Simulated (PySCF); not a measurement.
**Tl (thallium, neutral) across methods**

[Xe] 4f14 5d10 6s1 6p2, high-spin 4P determinant (an excited configuration). Computed with PySCF 2.14 in def2-TZVPPD with the def2 core potential (60 electrons) (7s5p4d2f, 56 functions), with a scalar-relativistic core potential.

| method | E (hartree) | mean ε 5d β (eV) | mean ε 6s α (eV) | mean ε 6p α (eV) | Σ⟨r²⟩ (bohr²) | ⟨S²⟩ |
| --- | --- | --- | --- | --- | --- | --- |
| PBE0 | -172.2831 | -18.798 | -12.528 | -4.518 | 65.90 | 3.753 |
| HSE06 | -172.2799 | -18.412 | -12.085 | -4.125 | 66.16 | 3.753 |
| r2SCAN | -172.3630 | -17.176 | -11.727 | -3.936 | 65.38 | 3.756 |
| revPBE | -172.3622 | -16.739 | -11.157 | -3.649 | 66.41 | 3.753 |
| LDA | -172.0195 | -16.898 | -11.470 | -3.780 | 66.39 | 3.752 |
| TPSSh | -172.2257 | -17.575 | -11.755 | -4.011 | 65.98 | 3.753 |
| PBE | -172.3068 | -16.788 | -11.218 | -3.680 | 66.51 | 3.752 |
| BLYP | -172.2486 | -16.707 | -10.971 | -3.437 | 66.93 | 3.751 |
| UHF | -171.35680 | -24.025 | -15.710 | -6.680 | 66.31 | 3.758 |

Energies and moments cover only the electrons outside the core potential. Spin-orbit coupling is strong in this species (close to jj coupling), so the high-spin LS determinant is a model state, not a physical level.
